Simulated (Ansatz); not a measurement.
trans-OsCl2(PF3)4 (P₄OsCl₂F₁₂). Total charge 0; singlet. Geometry PBE-D4/def2-SVP, basis def2-TZVP, Ansatz.

```xyz
19

Cl    1.181    0.052   -2.153
Cl   -1.180   -0.053    2.153
F     0.971   -2.804    1.677
F     2.737   -1.851    0.314
F     0.921   -3.104   -0.729
F    -1.774    1.893   -2.069
F     0.056    3.147   -1.051
F    -1.993    2.758    0.187
F    -3.225   -0.478   -0.621
F    -2.097   -2.571   -0.071
F    -1.911   -1.634   -2.300
F     2.248    0.435    2.402
F     1.135    2.529    1.826
F     2.933    1.680    0.436
Os    0.000    0.000    0.000
P     1.146   -1.949    0.345
P    -0.947    1.957   -0.707
P    -1.800   -1.175   -0.780
P     1.602    1.166    1.142
```

```
run  HOMO (eV)  LUMO (eV)
  A      -8.90      -1.15
  B      -7.54      -2.22
  C      -6.16      -3.07
  D      -6.47      -2.93
```

In the def2 sets Os takes a core potential; there is no spin–orbit coupling. Single mean-field runs in def2-TZVP are fitted with def2-universal-jkfit. Another isomer (singlet) lies 0.56 eV lower at PBE0-D4/def2-TZVP; other spin states weren't run for this one.

Question: The runs used CAM-B3LYP, PBE, PBE0, r2SCAN. Estimate which is which.

Answer: A CAM-B3LYP (range-separated); B PBE0 (25 % exact exchange); C PBE (0 % exact exchange); D r2SCAN (0 % exact exchange). Exact exchange lowers occupied and raises empty levels; among semilocal functionals meta-GGAs tend to open the gap a little, and such runs are hard to tell apart. The gap grows from 3.09 eV (PBE) to 7.75 eV (CAM-B3LYP).
